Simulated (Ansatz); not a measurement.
`C[NH][GeH2][CH3]` → `[CH3][GeH]` + CH₃NH₂ at 400 K and 1 bar (germylene formation by 1,1-elimination).

Gas-phase electronic energies from Ansatz, PBE0-D4/def2-TZVP geometries. CCSD(T)/CBS is the MP2 limit (def2-TZVPP, def2-QZVPP) plus CCSD(T) − MP2 in def2-TZVPP, frozen cores. For Ge outer-core shells are correlated without core-valence functions, which leaves a few kJ/mol of doubt a bond. Scalar relativity is left out up to krypton. One conformer a species, not always the lowest.

```tsv
species	CCSD(T)/CBS energy (Eh)	H − E (kJ/mol)	S (J/(mol·K))
`C[NH][GeH2][CH3]`	-2212.33836	313.7	387.2
`[CH3][GeH]`	-2116.52215	127.5	291.3
CH₃NH₂	-95.75281	185.4	256.0
```

H − E and S are ideal-gas, rigid-rotor, harmonic terms from PBE0-D4/def2-TZVP, for one conformer and one mirror image of each species. 1 Eh = 2625.50 kJ/mol, R = 8.31446 J/(mol·K).

**Question.** By hand: ΔE, ΔH, ΔS and ΔG.

**Answer.** ΔE = (-2116.52215) + (-95.75281) − (-2212.33836) = 0.06340 Eh = 166.5 kJ/mol. Δ(H − E) = 127.5 + 185.4 − 313.7 = -0.8, so ΔH = 165.7 kJ/mol. ΔS = 291.3 + 256.0 − 387.2 = 160.1 J/(mol·K). ΔG = 165.7 − 400 × (160.1)/1000 = 101.7 kJ/mol.

**Question.** By hand: the equilibrium constant, and the temperature at which ΔG would vanish if ΔH and ΔS stayed fixed.

**Answer.** log₁₀ K = −ΔG/(RT ln 10) = -13.3. ΔG = 0 at ΔH/ΔS = 1035 K.

The number of gas molecules changes by +1, which sets the sign of ΔS. A doubt of 5 kJ/mol in ΔE shifts log₁₀ K by 0.7 here. Other conformers and mirror images would add mixing entropy, several J/(mol·K) or more a flexible species. These are equilibria of isolated gas molecules and say nothing of rates. Largest T1 diagnostic: 0.011 (customary marks: 0.02 for closed shells, 0.045 for open ones).
